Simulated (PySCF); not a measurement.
In(I) anion (IIn), SMILES [I][In] (connectivity only; charge and spin as stated), charge -1, multiplicity 2. Geometry: PBE-D3(BJ)/def2-TZVPD. The multiplicity is an assumed one; other spin states were not compared. The def2 effective core potentials stand for the cores of I, In; spin–orbit coupling is left out.

Level of theory: PBE-D3(BJ)/def2-TZVPD in PySCF.

Harmonic wavenumbers (cm⁻¹): 111. Rotational constants (GHz): 0.9163 (linear); symmetry number 1.

Q: Work out the zero-point energy and the ideal-gas rigid-rotor harmonic-oscillator thermochemistry at 298.15 K and 1 atm.

A: ZPE = ½ Σ hcν = ½ × 111 cm⁻¹ = 0.66 kJ/mol. H − E(el) = 11.21 kJ/mol. Entropy in J/(mol K): translation 177.19, rotation 81.66, vibration 13.62, spin 5.76, total 278.23. G − E(el) = -71.74 kJ/mol. Cp = 37.22 J/(mol K). Modes under 150 cm⁻¹ make the vibrational entropy uncertain.
